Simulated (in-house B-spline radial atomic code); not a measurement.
Radial electron density of Ge⁶⁺, [Ar] 3d8. Level of theory: scalar-relativistic (X2C) RPBE, spin-polarised, spherical fractional occupations, Fermi nucleus of rms radius 4.0742 fm; calculated with an all-electron radial atomic-structure program (B-spline basis).

One-electron X2C: radii and densities carry no picture-change correction, so inner-shell <1/r> comes out high (for 1s by about 2 % at Z = 33, 5 % at 54, 10 % at 75, 30 % at 118) and <r> low.

Columns: r (bohr), 4πr²n(r) (electrons per bohr), bar.

```
 0.00178    1.159 #
 0.00212    1.565 ##
 0.00253    2.113 ##
 0.00301    2.826 ###
 0.00359    3.774 ####
 0.00427    4.987 #####
 0.00509    6.562 ######
 0.00606    8.538 ########
 0.00722       11 ###########
 0.00859    13.96 #############
  0.0102     17.4 #################
  0.0122    21.47 #####################
  0.0145    25.72 #########################
  0.0173    30.12 #############################
  0.0206    34.12 #################################
  0.0245    37.27 ####################################
  0.0292    39.11 ######################################
  0.0348    39.27 ######################################
  0.0414    37.77 ####################################
  0.0493     35.2 ##################################
  0.0587    32.69 ################################
  0.0699    31.68 ###############################
  0.0833    33.26 ################################
  0.0992    37.37 ####################################
   0.118    42.38 #########################################
   0.141    45.64 ############################################
   0.168    44.44 ###########################################
     0.2     38.5 #####################################
   0.238    30.32 #############################
   0.283       24 #######################
   0.337    22.32 ######################
   0.401     24.7 ########################
   0.478    27.48 ##########################
   0.569    26.91 ##########################
   0.678    22.09 #####################
   0.808       15 ##############
   0.962    8.413 ########
    1.15     3.79 ####
    1.36    1.478 #
    1.62   0.4486 
    1.93   0.1046 
     2.3   0.0174
```

On this grid the curve has 3 maxima, near 0.0348, 0.141, 0.478 bohr.

The 3p up radial function P(r) = rR(r), positive near the nucleus:

```
r (bohr)         P
 0.00178  0.001583
 0.00253  0.002984
 0.00359  0.005632
 0.00509   0.01062
 0.00722   0.01996
  0.0102   0.03692
  0.0145   0.06797
  0.0206    0.1219
  0.0292    0.2098
  0.0414    0.3418
  0.0587     0.513
  0.0833    0.6798
   0.118    0.7335
   0.168    0.5124
   0.238  -0.06592
   0.337   -0.8293
   0.478    -1.335
   0.678    -1.236
   0.962   -0.7133
    1.36   -0.2442
    1.93  -0.04177
```
